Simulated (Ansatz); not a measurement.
Basis-set extrapolation for `O[SiH2]NC1=CB1` (PBE0-D4/def2-TZVP geometry, frozen core, Ansatz). Multiplicity 1, RHF reference.

```csv
,def2-TZVPP,def2-QZVPP
HF,-522.299871,-522.320053
MP2 correlation,-0.965313,-1.035174
CCSD(T) correlation,-1.044354,not run
```

Energies in hartree. Use E(X) = E(∞) + A·exp(−7.88·√X) for Hartree–Fock and E(X) = E(∞) + B·X^(−2.97) for correlation, with X = 3 and 4, and add CCSD(T) minus MP2 of the smaller set to the MP2 limit.

**Question.** What is the CCSD(T) energy at the basis-set limit?

**Answer.** HF limit: -522.320053 + (-0.020182) × 0.13774 = -522.32283. MP2 limit: -1.035174 + (-0.069861) × 0.74074 = -1.08692. Higher-order term: -1.044354 − (-0.965313) = -0.07904. Total: -523.48879 hartree, 379.6 kJ/mol below CCSD(T)/def2-TZVPP.
